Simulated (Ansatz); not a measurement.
Geometry optimisation, RKS B3LYP-D4/def2-SVP in Ansatz.

The input (input.yaml):

```yaml
crystal:
  periodic: [false, false, false]
  atoms:
    - { symbol: B, position_ang: [-0.021033, -0.268653, 0.110123] }
    - { symbol: O, position_ang: [0.007397, -0.47863, 1.466182] }
    - { symbol: H, position_ang: [-0.871842, -0.437548, 1.867091] }
    - { symbol: Cl, position_ang: [1.485306, -0.390957, -0.782985] }
    - { symbol: Cl, position_ang: [-1.544693, 0.029535, -0.744428] }
    - { symbol: H, position_ang: [0.270623, 2.05838, 0.624731] }
    - { symbol: H, position_ang: [0.341243, 1.705872, 1.244886] }
basis:
  gaussian: { orbitals: def2-SVP }
hamiltonian:
  xc: b3lyp
  dispersion: d4
relax:
  f_tol: 0.03
  max_steps: 50
```

Command:

```bash
$ ansatz run input.yaml --threads 1 --pin off --max-ram 2048MiB --backend cpu --events-out ev --progress --plain --runs-dir out
```

**Question.** Where does it end, and by what steps?

**Answer.** It converged. The force dipped under the threshold on the way, but the program's further checks kept it going. After 47 steps the energy has fallen by 0.262 eV; Cl4 moved furthest, 2.11 Å.

```json
{"step": "0", "energy less start (eV)": "0.0000", "largest force component (eV/Å)": "1.421", "accepted": "yes"}
{"step": "2", "energy less start (eV)": "-0.1867", "largest force component (eV/Å)": "0.618", "accepted": "yes"}
{"step": "4", "energy less start (eV)": "-0.2191", "largest force component (eV/Å)": "0.209", "accepted": "yes"}
{"step": "6", "energy less start (eV)": "-0.2228", "largest force component (eV/Å)": "0.081", "accepted": "yes"}
{"step": "8", "energy less start (eV)": "-0.2246", "largest force component (eV/Å)": "0.010", "accepted": "yes"}
{"step": "10", "energy less start (eV)": "-0.2242", "largest force component (eV/Å)": "0.203", "accepted": "no"}
{"step": "12", "energy less start (eV)": "-0.2227", "largest force component (eV/Å)": "0.286", "accepted": "no"}
{"step": "14", "energy less start (eV)": "-0.2258", "largest force component (eV/Å)": "0.069", "accepted": "yes"}
{"step": "16", "energy less start (eV)": "-0.2265", "largest force component (eV/Å)": "0.067", "accepted": "yes"}
{"step": "18", "energy less start (eV)": "-0.2273", "largest force component (eV/Å)": "0.090", "accepted": "yes"}
{"step": "20", "energy less start (eV)": "-0.2275", "largest force component (eV/Å)": "0.103", "accepted": "no"}
{"step": "22", "energy less start (eV)": "-0.2286", "largest force component (eV/Å)": "0.057", "accepted": "yes"}
{"step": "24", "energy less start (eV)": "-0.2294", "largest force component (eV/Å)": "0.043", "accepted": "yes"}
{"step": "26", "energy less start (eV)": "-0.2305", "largest force component (eV/Å)": "0.062", "accepted": "yes"}
{"step": "28", "energy less start (eV)": "-0.2312", "largest force component (eV/Å)": "0.074", "accepted": "yes"}
{"step": "30", "energy less start (eV)": "-0.2320", "largest force component (eV/Å)": "0.042", "accepted": "yes"}
{"step": "32", "energy less start (eV)": "-0.2337", "largest force component (eV/Å)": "0.064", "accepted": "yes"}
{"step": "34", "energy less start (eV)": "-0.2355", "largest force component (eV/Å)": "0.176", "accepted": "yes"}
{"step": "36", "energy less start (eV)": "-0.2412", "largest force component (eV/Å)": "0.187", "accepted": "yes"}
{"step": "38", "energy less start (eV)": "-0.2462", "largest force component (eV/Å)": "0.046", "accepted": "yes"}
{"step": "40", "energy less start (eV)": "-0.2533", "largest force component (eV/Å)": "0.258", "accepted": "yes"}
{"step": "42", "energy less start (eV)": "-0.2557", "largest force component (eV/Å)": "0.145", "accepted": "no"}
{"step": "44", "energy less start (eV)": "-0.2613", "largest force component (eV/Å)": "0.066", "accepted": "yes"}
{"step": "46", "energy less start (eV)": "-0.2618", "largest force component (eV/Å)": "0.031", "accepted": "yes"}
{"step": "47", "energy less start (eV)": "-0.2618", "largest force component (eV/Å)": "0.015", "accepted": "yes"}
```

```xyz
7
Properties=species:S:1:pos:R:3
B 0.124 -0.706 -0.143
O 0.491 -0.414 1.110
H 0.223 0.470 1.403
Cl 0.542 -2.278 -0.813
Cl -0.775 0.463 -1.139
H -0.594 2.300 1.326
H -0.344 2.383 2.041
```

Whether the end is a true minimum wasn't checked by a vibrational analysis.

The run took 2.3 min on 1 thread of Arm Neoverse V1 (shared host), peak memory 0.15 GiB.
